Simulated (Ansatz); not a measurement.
HAlBrCl (SMILES [Cl][AlH][Br]), singlet, at a GFN2-xTB geometry (such geometries of metal compounds can be far from the true shape); SC-NEVPT2/STO-3G, CASSCF(2,3) run with Ansatz (an electronic-structure program).

Here is a job for Ansatz.
Ansatz 0.2 input:
```yaml
crystal:
  periodic: [false, false, false]
  atoms:
    - {symbol: Al, position_ang: [-0.72842038, 0.20227930, -0.61634360]}
    - {symbol: H, position_ang: [-1.80197530, -0.54091901, -1.39091331]}
    - {symbol: Cl, position_ang: [-0.55134916, 2.20647000, -0.73036516]}
    - {symbol: Br, position_ang: [0.58983931, -1.13139149, 0.62341680]}
basis:
  gaussian:
    orbitals: STO-3G
magnetization: {spin_polarized: false}
correlation: {method: sc_nevpt2, electrons: all, active_space: {window: {electrons: 2, orbitals: 3}}}
```

Output, abridged:

```
Functional definition: HF
378 factors; integrals over basis functions are off by at most 2.0e-5 eV
mean field evaluation 1: about -88135.9885 eV, gradient 1.9e1 eV
mean field evaluation 2: about -88135.9937 eV, gradient 1.9e1 eV
mean field evaluation 4: about -88137.8345 eV, gradient 6.8e-1 eV
mean field evaluation 8: about -88137.8383 eV, gradient 7.1e-7 eV
mean field -88137.83829020 eV, -3239.0058151922 hartree, gradient 5.0e-6 eV, S^2 0.000000; 0 other end points of the search recorded, 0 dependent functions left out
reference -88137.83829020 eV, -3239.0058151922 hartree; 33, 33 occupied and 4, 4 virtual orbitals, 378 factors
state -88138.28701924 eV, -3239.0223056805 hartree
state -88138.28701924 eV, -3239.0223056805 hartree; corrected -88139.06379587 eV, -3239.0508516949 hartree
state -88138.28681611 eV, -3239.0222982156 hartree
state -88138.28681611 eV, -3239.0222982156 hartree; corrected -88139.05771222 eV, -3239.0506281249 hartree
state -88138.28701924 eV, -3239.0223056805 hartree; corrected -88139.06379587 eV, -3239.0508516949 hartree
1 active orbitals were swapped for others, from the solution at -88138.28679939 eV, -3239.0222976010 hartree to that at -88138.28700260 eV, -3239.0223050687 hartree; typed "places" are swapped only where nearly empty or full, and so, without "given_window_search", are "orbital_numbers", "shells" and a window whose orbitals a file names under [Active]
Total energy: -88139.06379587 eV, -3239.0508516949 hartree
```
